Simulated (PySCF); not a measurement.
Harmonic spectrum computed at PBE0 in the def2-TZVP basis family (core potentials from Rb on, PySCF, no spin–orbit coupling):

```
symmetry  ω (cm⁻¹)  IR (km/mol)
      a'       451         42.7
     a''       464          224
     a''       570         15.9
      a'       957         64.7
      a'       969          116
      a'      1209          166
      a'      1457          302
      a'      3762         17.3
      a'      3913          130
```

Which molecule gave it? In each, all ligands are bound to the one heavy central atom.
A. B(OH)₂ (doublet)
B. Se(OH)₂ (singlet)
C. Al(OH)₂ (doublet)
D. Sr(OH)₂ (singlet)

A. It has Cs symmetry with B–O 1.341 Å, B–O 1.355 Å, O–H 0.959 Å, O–H 0.967 Å.
